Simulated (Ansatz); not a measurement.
Consider the ligand exchange at the Si–F bond: `NBO[SiH2]F` + HCl → `NBO[SiH2]Cl` + H–F.

Program: Ansatz. Geometries: PBE0-D4/def2-TZVP. ΔE: electronic, gas phase. CBS: MP2 limit from def2 TZ/QZ plus the TZ coupled-cluster correction, frozen cores. This one scheme is used for every species. Functionals use def2-TZVPP. One conformer a species, not always the lowest.

```csv
level,ΔE (kcal/mol),difference from CCSD(T)/CBS
r2SCAN-D4,11.0,0.6
PBE0-D4,9.0,-1.4
r2SCAN,11.2,0.8
HF/def2-TZVPP,13.9,3.5
MP2/def2-TZVPP,10.2,-0.2
SCS-MP2/def2-TZVPP,11.6,1.2
CCSD/def2-TZVPP,11.9,1.5
HF/def2-QZVPP,14.4,4.0
SCS-MP2/def2-QZVPP,11.2,0.8
MP2/CBS(def2),9.3,-1.1
CCSD(T)/CBS,10.4,0
```

Largest T1 diagnostic among the species: 0.012.

In def2-TZVPP, CCSD(T) changes the Hartree–Fock value by −2.6 kcal/mol (the triples alone add −0.6 kcal/mol) and MP2 by −3.7 kcal/mol. The D4 term adds −1.3 kcal/mol with B3LYP and −0.7 kcal/mol with PBE0; it sums over pairs of atoms, weighted by their polarisabilities, and B3LYP, whose exchange is more repulsive, gets the larger term.

B3LYP here is the variant with VWN-RPA as its local correlation; programs differ in this.
